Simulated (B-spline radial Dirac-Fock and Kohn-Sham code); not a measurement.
**Auger decay of the 3d3/2 hole in Ru³⁺**

System: ruthenium as Ru³⁺, [Kr] 4d5, inside a Watson sphere of charge -3 and radius 2.7 Å (a model of the Madelung potential; inside it an electron's potential energy is raised by 16.0 eV).

The run's input, task.json:

```json
{"items": [{
  "Z": 44,
  "q": 3,
  "cfg": [[1, 0, 2], [2, 0, 2], [2, 1, 6], [3, 0, 2], [3, 1, 6], [3, 2, 10], [4, 0, 2], [4, 1, 6], [4, 2, 5]],
  "A": 102,
  "rrms": 4.4809,
  "watson": [-3, 2.7],
  "do": ["binding", "quiet", "decay"],
  "holes": ["K", "L1", "L2", "L3", "M1", "M2", "M3", "M4", "M5", "N1", "N2", "N3"]
}]}
```

Run with: `python xray_run.py task.json out`

These are calculated numbers from a radial B-spline solver; the model is a relativistic independent-particle model: LDA orbitals of the hole state, radiative multipoles to third order, Auger rates from the Coulomb interaction with a continuum orbital, Dirac-Fock energies. Kinetic energies are configuration averages from the vacuum level; the two-hole energies are estimated from single-hole states.

| transition | kinetic energy (eV) | width (meV) | share (%) |
| --- | --- | --- | --- |
| M4-N1N1 | 74.94 | 1.35 | 0.7 |
| M4-N1N2 | 111.4 | 8.31 | 4.5 |
| M4-N1N3 | 115.0 | 9.35 | 5.0 |
| M4-N2N3 | 147.2 | 7.22 | 3.9 |
| M4-N3N3 | 150.5 | 3.46 | 1.9 |
| M4-N1N4 | 161.6 | 30.4 | 16.4 |
| M4-N1N5 | 162.0 | 5.48 | 3.0 |
| M4-N2N5 | 195.4 | 2.01 | 1.1 |
| M4-N2N4 | 195.8 | 21.9 | 11.9 |
| M4-N3N4 | 198.7 | 49.3 | 26.6 |
| M4-N3N5 | 199.5 | 2.13 | 1.1 |
| M4-N4N4 | 245.8 | 14.1 | 7.6 |
| M4-N4N5 | 246.2 | 29.5 | 15.9 |

The listed channels hold 100 % of the non-radiative rate. Summed by principal shells, of 0.185 eV in all: MNN 100.0 %.
